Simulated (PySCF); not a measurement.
C₂H₆AlF (SMILES [CH3][Al]([CH3])[F]), singlet, geometry from GFN2-xTB (such geometries of metal compounds can be far from the true shape); PySCF with HF/6-31G, TDA.

Input for PySCF:
```python
from pyscf import gto, scf, tdscf

mol = gto.M(
    atom='''
Al   -0.018122    0.013841   -0.018150
C     1.808266   -0.200631   -0.776433
H     2.235444   -1.187839   -0.587723
H     2.517574    0.524854   -0.369295
H     1.788200   -0.049842   -1.860537
C    -0.745277   -0.556671    1.742736
H    -1.426969   -1.406597    1.640447
H    -1.330043    0.248003    2.199605
H     0.027221   -0.849799    2.455767
F    -1.105974    0.787233   -1.004459
''',
    basis='6-31g',
    charge=0,
    spin=0,
    verbose=4,
)

mf = scf.RHF(mol)
mf.kernel()
td = mf.TDA()
td.nstates = 5
td.kernel()
td.analyze()
```

Problem. What does PySCF print? Leave out banner, timings and long lists.

Solution. 
```
PySCF version 2.14.0

[INPUT] verbose = 4
[INPUT] num. atoms = 10
[INPUT] num. electrons = 40
[INPUT] charge = 0
[INPUT] spin (= nelec alpha-beta = 2S) = 0
[INPUT] symmetry False subgroup None
[INPUT] Mole.unit = angstrom
[INPUT] Symbol           X                Y                Z      unit          X                Y                Z       unit  Magmom
[...]
nuclear repulsion = 151.509376547302
number of shells = 34
number of NR pGTOs = 136
number of NR cGTOs = 52
basis = 6-31g
ecp = {}

******** <class 'pyscf.scf.hf.RHF'> ********
method = RHF
initial guess = minao
damping factor = 0
level_shift factor = 0
DIIS = <class 'pyscf.scf.diis.CDIIS'>
diis_start_cycle = 1
diis_space = 8
diis_damp = 0
SCF conv_tol = 1e-09
SCF conv_tol_grad = None
SCF max_cycles = 50
direct_scf = True
direct_scf_tol = 1e-13
Set gradient conv threshold to 3.16228e-05
Initial guess from minao.
init E= -420.534787395644
[...]
cycle= 1 E= -420.526489880205  delta_E= 0.0083  |g|= 0.533  |ddm|= 2.37
[...]
cycle= 2 E= -420.57361664438  delta_E= -0.0471  |g|= 0.337  |ddm|= 0.646
[...]
cycle= 3 E= -420.591545835124  delta_E= -0.0179  |g|= 0.0333  |ddm|= 0.211
[...]
cycle= 4 E= -420.592174197136  delta_E= -0.000628  |g|= 0.0043  |ddm|= 0.0769
[...]
cycle= 5 E= -420.592185617152  delta_E= -1.14e-05  |g|= 0.0014  |ddm|= 0.0109
[...]
cycle= 6 E= -420.592186533493  delta_E= -9.16e-07  |g|= 0.00039  |ddm|= 0.00244
[...]
cycle= 7 E= -420.592186635824  delta_E= -1.02e-07  |g|= 7.41e-05  |ddm|= 0.000834
[...]
cycle= 8 E= -420.592186639666  delta_E= -3.84e-09  |g|= 9.17e-06  |ddm|= 0.000175
[...]
cycle= 9 E= -420.592186639717  delta_E= -5.12e-11  |g|= 2.06e-06  |ddm|= 1.81e-05
[...]
Extra cycle  E= -420.592186639716  delta_E= 3.41e-13  |g|= 8.62e-07  |ddm|= 2.94e-06
converged SCF energy = -420.592186639716

******** <class 'pyscf.tdscf.rhf.TDA'> for <class 'pyscf.scf.hf.RHF'> ********
nstates = 5 singlet
deg_eia_thresh = 1.000e-03
wfnsym = None
conv_tol = 1e-05
eigh lindep = 1e-12
eigh level_shift = 0
eigh max_cycle = 100

Excitation energies (eV)
[ 7.1177005   8.39023458  9.56237479  9.77695285 10.05157509]

** Singlet excitation energies and oscillator strengths **
Excited State   1:      7.11770 eV    174.19 nm  f=0.0000
      20 -> 21       -0.69050
      20 -> 25        0.11303
Excited State   2:      8.39023 eV    147.77 nm  f=0.4769
      19 -> 24       -0.13460
      20 -> 22        0.67828
Excited State   3:      9.56237 eV    129.66 nm  f=0.1244
      19 -> 21       -0.68782
Excited State   4:      9.77695 eV    126.81 nm  f=0.0739
      19 -> 22       -0.53010
      20 -> 24        0.44033
Excited State   5:     10.05158 eV    123.35 nm  f=0.0067
      20 -> 23        0.66542
      20 -> 26       -0.10207

** Transition electric dipole moments (AU) **
state          X           Y           Z        Dip. S.      Osc.
  1         0.0017     -0.0071      0.0003      0.0001      0.0000
  2         1.0960      0.1581     -1.0459      2.3201      0.4769
  3        -0.1861     -0.6392     -0.2962      0.5310      0.1244
  4         0.3456     -0.2615      0.3473      0.3085      0.0739
  5         0.1266     -0.0152     -0.1052      0.0273      0.0067

** Transition velocity dipole moments (imaginary part, AU) **
state          X           Y           Z        Dip. S.      Osc.
  1         0.0012     -0.0022      0.0003      0.0000      0.0000
  2         0.3273      0.0484     -0.3077      0.2041      0.4414
  3        -0.0301     -0.1067     -0.0511      0.0149      0.0283
  4         0.1173     -0.0873      0.1155      0.0347      0.0644
  5         0.0161     -0.0074     -0.0065      0.0004      0.0006

** Transition magnetic dipole moments (imaginary part, AU) **
state          X           Y           Z
  1        -0.6627      0.4735     -0.6017
  2        -0.0081     -0.0464     -0.0244
  3        -0.3742     -0.0375      0.3891
  4         0.0192      0.0743      0.0330
  5        -0.3092     -1.0148     -0.4528
```
